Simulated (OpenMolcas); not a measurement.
# Os5+ in a point-charge field

Os5+ among 5 point charges of -2 e arranged as a square pyramid (C4v), 1.82 Å from the ion, with the axial distance 1.620 Å.
```
   1.8200    0.0000    0.0000  -2.00
   0.0000    1.8200    0.0000  -2.00
  -1.8200    0.0000    0.0000  -2.00
   0.0000   -1.8200    0.0000  -2.00
   0.0000    0.0000    1.6198  -2.00
```

- Program: OpenMolcas 26.06
- Method: SS-CASPT2, IPEA 0.25 Eh, imaginary shift 0.1 Eh (closed shells correlated: 4f 5s 5p)
- Basis: ANO-RCC-VDZP [7s6p4d2f1g]
- Scalar Hamiltonian: DKH2, point nucleus
- Active space: 3 electrons in 5 orbitals (5d)
- State averaging: 2S+1 = 4 even, 10 roots; 2S+1 = 2 even, 40 roots
- Spin-orbit coupling: RASSI with atomic mean-field integrals over the reference wave functions

The lowest spin-free states, above the lowest:

```json
{"State": "2S+1 = 4", "Degeneracy": "1", "E (cm-1)": "0", "Free-ion L (%)": "F (100)"}
{"State": "2S+1 = 4", "Degeneracy": "1", "E (cm-1)": "1560", "Free-ion L (%)": "P (57)"}
{"State": "2S+1 = 4", "Degeneracy": "2", "E (cm-1)": "2780", "Free-ion L (%)": "F (93)"}
{"State": "2S+1 = 2", "Degeneracy": "2", "E (cm-1)": "12080", "Free-ion L (%)": "H (33)"}
{"State": "2S+1 = 2", "Degeneracy": "1", "E (cm-1)": "13410", "Free-ion L (%)": "H (74)"}
{"State": "2S+1 = 2", "Degeneracy": "1", "E (cm-1)": "14090", "Free-ion L (%)": "G (46)"}
{"State": "2S+1 = 2", "Degeneracy": "1", "E (cm-1)": "14190", "Free-ion L (%)": "G (72)"}
{"State": "2S+1 = 4", "Degeneracy": "1", "E (cm-1)": "14660", "Free-ion L (%)": "F (100)"}
{"State": "2S+1 = 2", "Degeneracy": "2", "E (cm-1)": "15120", "Free-ion L (%)": "G (49)"}
{"State": "2S+1 = 2", "Degeneracy": "1", "E (cm-1)": "15390", "Free-ion L (%)": "H (52)"}
{"State": "2S+1 = 4", "Degeneracy": "2", "E (cm-1)": "16760", "Free-ion L (%)": "F (96)"}
{"State": "2S+1 = 2", "Degeneracy": "1", "E (cm-1)": "17110", "Free-ion L (%)": "G (32)"}
{"State": "2S+1 = 2", "Degeneracy": "1", "E (cm-1)": "17630", "Free-ion L (%)": "G (63)"}
{"State": "2S+1 = 2", "Degeneracy": "2", "E (cm-1)": "17670", "Free-ion L (%)": "G (45)"}
{"State": "2S+1 = 2", "Degeneracy": "1", "E (cm-1)": "18290", "Free-ion L (%)": "D (62)"}
{"State": "2S+1 = 2", "Degeneracy": "1", "E (cm-1)": "18880", "Free-ion L (%)": "G (79)"}
{"State": "2S+1 = 2", "Degeneracy": "2", "E (cm-1)": "22610", "Free-ion L (%)": "P (39)"}
{"State": "2S+1 = 4", "Degeneracy": "1", "E (cm-1)": "27270", "Free-ion L (%)": "F (57)"}
{"State": "2S+1 = 2", "Degeneracy": "1", "E (cm-1)": "28060", "Free-ion L (%)": "D (59)"}
{"State": "2S+1 = 2", "Degeneracy": "1", "E (cm-1)": "29370", "Free-ion L (%)": "H (52)"}
```

The lowest levels with spin-orbit coupling:

```
E (cm-1)  Degeneracy      2S+1               g
       0           2  4 (79 %)  0.67 1.04 1.04
    2870           2  4 (86 %)  0.59 0.59 1.38
    6720           2         4  0.65 0.65 2.36
    8080           2         4  0.73 3.07 3.07
    8250           2  4 (85 %)  0.33 1.30 1.30
   11770           2  4 (75 %)  2.44 2.44 3.11
   11770           2  4 (78 %)  1.49 4.69 4.69
   12990           2  4 (71 %)  2.59 3.13 3.13
   16540           2  2 (55 %)  1.67 2.99 2.99
   17400           2  2 (78 %)  1.60 1.60 1.78
   17840           2  2 (80 %)  1.14 1.14 1.21
   18960           2  2 (81 %)  0.66 1.52 1.52
   20140           2  2 (52 %)  1.82 1.82 2.08
   22050           2  2 (60 %)  0.12 0.12 0.14
   22430           2  4 (68 %)  0.28 0.28 3.16
   23810           2  2 (70 %)  0.81 0.81 2.46
   24360           2  2 (58 %)  0.47 0.77 0.77
   24960           2  4 (63 %)  2.91 2.91 4.82
   26010           2  2 (64 %)  0.78 2.64 2.64
   26200           2  2 (64 %)  0.46 2.53 2.53
```

Powder χT (cm3 K/mol): 0.0815 at 2 K, 0.0822 at 10 K, 0.0857 at 50 K, 0.0902 at 100 K, 0.099 at 200 K, 0.108 at 300 K. The effective moment at 300 K is 2.828 √(χT) = 0.93 μB.

Spin-orbit coupling mixes the spin-free states strongly: the lowest level takes only 40 % from its leading state, 2S+1 = 4, which lies 2777 cm-1 above the lowest spin-free state. Free-ion shares, where given, are those of the reference states; single-state CASPT2 does not remix them. Point charges carry no covalency, so the field is a model and not that of real ligands. An unlabelled pair can be two single states that coincide in this model. No measured value stands beside these numbers.

The CASPT2 steps took 19 s on 1 thread of Arm Neoverse V1 (shared host); the integral step is not counted.

A state without a sure symmetry label is named by its multiplicity alone.
